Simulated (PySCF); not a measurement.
Numbering as in the mapped SMILES `[CH3:1][c:2]1[cH:3][cH:4][p:5][c:6]([CH3:7])[c:8]1[SiH3:9]`. Hydrogens are named by the atom that carries them.

- GFN2-xTB structure
- PBE0/pcSseg-1 with gauge-including orbitals
- program: PySCF
- equivalent nuclei averaged, one conformer, no solvent model, non-relativistic

Scale: TMS for 13C (186.93 ppm) (reference shieldings calculated alike).

Do the 13C shifts follow the atomic charges (in e)? Tabulate both.

Answers


```
atoms  hybridisation  δ (ppm)  σ para (ppm)  Hirshfeld    IAO  Mulliken  ESP-fitted
   C6            sp2    188.0          -264      -0.04  -0.18     -0.53       +0.46
   C4            sp2    168.8          -247      -0.11  -0.37     -0.36       +0.08
   C2            sp2    150.2          -223      +0.02  +0.04     -0.32       +0.63
   C8            sp2    140.7          -213      -0.09  -0.27     -0.23       -0.56
   C3            sp2    136.9          -202      -0.05  -0.15     +0.01       -0.63
   C1            sp3     32.8           -94      -0.12  -0.42     -0.18       -0.61
   C7            sp3     28.8           -90      -0.12  -0.43     -0.20       -0.54
```

Correlation coefficients of δ with charge over these carbons: Hirshfeld +0.60, IAO +0.62, Mulliken -0.50, ESP-fitted +0.65; with the paramagnetic shielding -1.00. Among the 5 sp2 carbons alone: Hirshfeld -0.02, IAO -0.22, Mulliken -0.89, ESP-fitted +0.67. With so few points, grouped by hybridisation, these coefficients are fragile. Charge is one influence among several: hybridisation and low-lying excitations act through the paramagnetic term.

Shifts are as computed. Against solution values, carbons near 30 ppm lie about +3 ppm off and those near 130 ppm about +5 ppm. Of 1211 compounds with measured shifts, 218 miss one by over three times the rms of a fit or turn the order of signals round; such compounds aren't used in these exercises.
